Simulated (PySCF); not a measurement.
Which determinant of SrHg⁺ lies lowest?

Unrestricted PBE0; PySCF, scalar-relativistic core potentials, basis sets Sr def2-SVP with ECP28, Hg def2-SVP with ECP60. Outer shells of the fragments: Sr+ 5s1; Hg 5d10 6s2.

Followed along the bond (rough minima from three points):

```json
{"2Ms+1": "2", "unpaired": "σ ↑", "⟨S²⟩ at the start": "0.75", "R at minimum (Å)": "3.52", "Te (eV)": "0.00"}
{"2Ms+1": "2", "unpaired": "π ↑", "⟨S²⟩ at the start": "0.75", "R at minimum (Å)": "3.09", "Te (eV)": "1.25"}
{"2Ms+1": "2", "unpaired": "δ ↑", "⟨S²⟩ at the start": "0.75", "R at minimum (Å)": "3.45", "Te (eV)": "1.56"}
{"2Ms+1": "4", "unpaired": "σ ↑↑, π ↑", "⟨S²⟩ at the start": "3.75", "R at minimum (Å)": "none in the scan", "Te (eV)": "≤ 5.01"}
```

Solutions found at the starting distance of 3.185 Å, counted from the lowest of them; the search is not exhaustive and high or unbound solutions are not listed, so other states can lie among these:

| 2Ms+1 | unpaired | term | E (eV) | ⟨S²⟩ | ⟨Lz²⟩ | μ (D) |
| --- | --- | --- | --- | --- | --- | --- |
| 2 | σ ↑ | ²Σ⁺ | 0.00 | 0.75 | 0.00 | -7.41 |
| 2 | π ↑ | ²Π | 1.19 | 0.75 | 1.00 | -10.63 |
| 2 | δ ↑ | ²Δ | 1.53 | 0.75 | 4.00 | -7.77 |
| 4 | σ ↑↑, π ↑ | ⁴Π | 5.06 | 3.75 | 1.01 | -8.02 |
| 4 | σ ↑↑↑ | ⁴Σ⁺ | 5.53 | 3.75 | 0.00 | -6.12 |
| 4 | σ ↑, π ↑↑ | ⁴Σ⁻ | 6.05 | 3.75 | 0.00 | -10.39 |
| 4 | σ ↑↑, δ ↑ | ⁴Δ | 6.47 | 3.75 | 4.00 | -4.73 |
| 4 | σ ↑, π ↑, δ ↑ | not assigned | 9.76 | 3.75 | 4.03 | -8.65 |
| 4 | σ ↑, π ↑, δ ↑ | mixed | 9.83 | 3.75 | 5.00 | -8.39 |

A term symbol is given only where ⟨S²⟩ and ⟨Lz²⟩ are close to those of a pure state; real π, δ and φ orbitals otherwise mix terms. A positive dipole points towards Hg; it is taken about the centre of mass and depends on that origin.

Question: Compare the gap between the two lowest followed solutions at the starting distance with the gap between their minima.

Answer: At PBE0 the second solution (doublet, unpaired electrons π ↑) lies +1.19 eV from the first (doublet, unpaired electrons σ ↑) at 3.185 Å and +1.25 eV at the minima; the two curves relax by different amounts, since their minima lie near 3.09 and 3.52 Å.

Spin–orbit coupling is left out. Counting both spins, an empty level lies below a filled one in some of these solutions, because spin and occupation are held.
